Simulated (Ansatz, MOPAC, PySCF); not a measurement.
Pair of molecules: H2S (SMILES S) (first 3 atoms) with CHN (SMILES C#N); geometry from B3LYP-D3(BJ)/def2-TZVP.
(charge 0, multiplicity 1):
```tsv
atom	x (Å)	y (Å)	z (Å)
S	0.2190	0.0231	-0.8022
H	0.3110	-0.0499	0.5374
H	-0.0105	-1.2940	-0.9229
C	0.5791	-0.1106	4.0462
N	0.4779	-0.1653	2.9068
H	0.6731	-0.0600	5.1079
```

Interaction energies are E(AB) − E(A) − E(B) at the monomers' geometry in the complex; basis-set methods are counterpoise corrected. Rows marked so take none.

Rows in 3-21G carry no dispersion term and start afresh at each structure. The state that PM3 reach isn't checked.

Run with Ansatz (a program for electronic structure); MOPAC for PM3 (differences of heats of formation); PySCF for 3-21G rows. Values without a source in brackets are computed.

Problem. Estimate the interaction energy that HF/3-21G (no counterpoise) returns for this input.

Solution. -3.0 kcal/mol

Problem. Predict the interaction energy from B97M-V/def2-TZVPPD.

Solution. -2.2 kcal/mol

Problem. Predict the interaction energy from PM3.

Solution. -0.7 kcal/mol
